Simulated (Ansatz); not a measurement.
Born–Oppenheimer molecular dynamics of FH5HfO4 (11 atoms, charge 0, multiplicity 1). It starts at the highest image of a converged band, a first-order saddle point between two minima.

Computed with Ansatz 0.2.0, RKS B3LYP/def2-SVP.

| Item | Value |
| --- | --- |
| ensemble | NVE (velocity Verlet) |
| time step | 0.5 fs |
| steps asked | 200 |
| starting velocities drawn for | 100 K |
| seed | 10111 |

First frame:

```xyz
11
Properties=species:S:1:pos:R:3
Hf 0.172 0.166 0.013
F -0.662 0.607 2.117
O 1.568 -0.102 -1.309
H 2.139 -0.553 -1.932
O -1.081 1.380 -0.823
H -1.629 1.846 -1.454
O -0.532 -1.634 0.216
H -1.124 -2.298 0.572
O 1.419 1.055 1.460
H 2.283 1.455 1.588
H 0.351 0.969 2.185
```

(1) How far do the bonds stretch over the last three quarters of this one trajectory? (Pairs bonded in most of those frames.)

Answers

(1) 
```json
{"bond": "Hf1–F2", "mean (Å)": "2.075", "spread (Å)": "0.131", "shortest": "1.91", "longest": "2.28"}
{"bond": "Hf1–O3", "mean (Å)": "1.963", "spread (Å)": "0.011", "shortest": "1.94", "longest": "1.98"}
{"bond": "Hf1–O5", "mean (Å)": "1.945", "spread (Å)": "0.006", "shortest": "1.94", "longest": "1.96"}
{"bond": "Hf1–O7", "mean (Å)": "1.962", "spread (Å)": "0.027", "shortest": "1.93", "longest": "2.01"}
{"bond": "Hf1–O9", "mean (Å)": "2.360", "spread (Å)": "0.180", "shortest": "2.12", "longest": "2.64"}
{"bond": "O3–H4", "mean (Å)": "0.959", "spread (Å)": "0.022", "shortest": "0.93", "longest": "0.99"}
{"bond": "O5–H6", "mean (Å)": "0.961", "spread (Å)": "0.005", "shortest": "0.95", "longest": "0.97"}
{"bond": "O7–H8", "mean (Å)": "0.963", "spread (Å)": "0.003", "shortest": "0.96", "longest": "0.97"}
{"bond": "O9–H10", "mean (Å)": "0.965", "spread (Å)": "0.009", "shortest": "0.95", "longest": "0.98"}
{"bond": "O9–H11", "mean (Å)": "1.025", "spread (Å)": "0.080", "shortest": "0.96", "longest": "1.26"}
```

Pairs bonded in part of these frames only: Hf1–H11 55 %, O9–H11 94 %.

Mean temperature of the second half: 309 K. The conserved energy stayed within 0.12 meV per atom of its start (net change 0.014 meV per atom), so the integration is sound. The kinetic energy rose, since the run started high on the potential surface and went downhill. A run of 0.1 ps of so small a system gives no equilibrium averages. The orbitals stay closed-shell, which can raise the energy where a bond breaks towards radicals; this wasn't checked here.

The run took 6.8 min on 4 threads of Arm Neoverse V2 (shared host), peak memory 0.32 GiB.
